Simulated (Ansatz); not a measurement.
Cost and result for the atomization energy of CH$_{4}$BClFSb, SMILES `C[B](F)[SbH][Cl]` (9 atoms, 8 bonds).

Z-matrix (Å, degrees):
```
C
B 1 1.548
H 1 1.095 2 110.1
H 1 1.096 2 109.6 3 -114.7
H 1 1.092 2 113.0 3 123.2
F 2 1.327 1 121.4 3 -126.4
Sb 2 2.287 1 124.5 3 55.3
Cl 7 2.370 2 94.8 1 -11.5
H 7 1.714 2 88.4 1 -105.9
```

Charge 0, multiplicity 1. Correlated methods include outer-core shells of Sb, which these sets cover unevenly. Sb takes the def2 core potential. The geometry is a stationary point of PBE0-D4/def2-TZVP. It is one conformer, not always the lowest. Program: Ansatz. All runs use 4 threads of a server CPU on a shared host. Times are those of one run each, without the atoms' runs, and a repeat can differ threefold. Electronic energies, without spin–orbit coupling; frozen cores. CCSD(T)/CBS adds CCSD(T) − MP2 in def2-TZVPP to the MP2 limit, and its time is that of the two runs behind it. T1 = 0.013. With those shells the extrapolation isn't a true limit. HSE06 is the plane-wave form, built on full-range PBE exchange.

CCSD(T)/CBS is a level of theory with its own doubt, some kJ/mol a heavy atom from the limit and from the frozen cores, so smaller differences don't rank the functionals.

```json
{"level": "LDA (SPW92)/def2-TZVPP", "functions": "241", "wall time": "1 s"}
{"level": "BLYP-D4/def2-TZVPP", "functions": "241", "wall time": "1.5 s"}
{"level": "BHLYP-D4/def2-TZVPP", "functions": "241", "wall time": "2.5 s"}
{"level": "HSE06-D4/def2-TZVPP", "functions": "241", "wall time": "2.6 s"}
{"level": "PBE-QIDH/def2-TZVPP", "functions": "241", "wall time": "4.2 s"}
{"level": "B2PLYP/def2-TZVPP", "functions": "241", "wall time": "4.4 s"}
{"level": "B97M-V/def2-TZVPP", "functions": "241", "wall time": "5.5 s"}
{"level": "ωB97X-V/def2-TZVPP", "functions": "241", "wall time": "5.5 s"}
{"level": "CCSD(T)/def2-SVP", "functions": "106", "wall time": "5.5 s"}
{"level": "ωB97M-V/def2-TZVPP (with forces)", "functions": "241", "wall time": "7.5 s"}
{"level": "MP2/def2-QZVPP", "functions": "443", "wall time": "15 s"}
{"level": "CCSD(T)/def2-TZVPP", "functions": "241", "wall time": "2.1 min"}
{"level": "CCSD(T)/CBS(def2)", "functions": "–", "wall time": "2.3 min"}
```

**Question.** What atomization energy does each give, and how far from CCSD(T)/CBS? (Estimate.)

**Answer.** Computed: 
```tsv
level	atomization (kJ/mol)	difference from CCSD(T)/CBS	per bond
LDA (SPW92)/def2-TZVPP	3603.7	488.2	61.0
BLYP-D4/def2-TZVPP	3131.8	16.3	2.0
BHLYP-D4/def2-TZVPP	3034.1	-81.4	-10.2
HSE06-D4/def2-TZVPP	3130.7	15.2	1.9
PBE-QIDH/def2-TZVPP	3091.5	-24.0	-3.0
B2PLYP/def2-TZVPP	3080.5	-35.0	-4.4
B97M-V/def2-TZVPP	3161.8	46.3	5.8
ωB97X-V/def2-TZVPP	3139.6	24.1	3.0
CCSD(T)/def2-SVP	2904.8	-210.7	-26.3
ωB97M-V/def2-TZVPP (with forces)	3126.4	10.9	1.4
MP2/def2-QZVPP	3128.8	13.3	1.7
CCSD(T)/def2-TZVPP	3020.9	-94.6	-11.8
CCSD(T)/CBS(def2)	3115.5	0.0	0.0
```

At CCSD(T), def2-SVP lies −210.7 kJ/mol from the extrapolated value and def2-TZVPP −94.7 kJ/mol: correlation converges slowly with the basis, and small sets miss more of it in the bonded molecule than in its fragments. Leaving LDA and LC-ωPBE aside and taking each functional with its dispersion term where it has one, the values, not all of them listed here, spread over 161.6 kJ/mol, from BHLYP-D4 to PBE-D4. LDA lies +430.6 kJ/mol from PBE without D4, its usual overbinding. From r2SCAN to r2SCAN0 (25 % exact exchange), in def2-TZVPP and without D4, the atomization energy moves by −58.2 kJ/mol: exact exchange takes away binding that semilocal exchange gives to molecules.
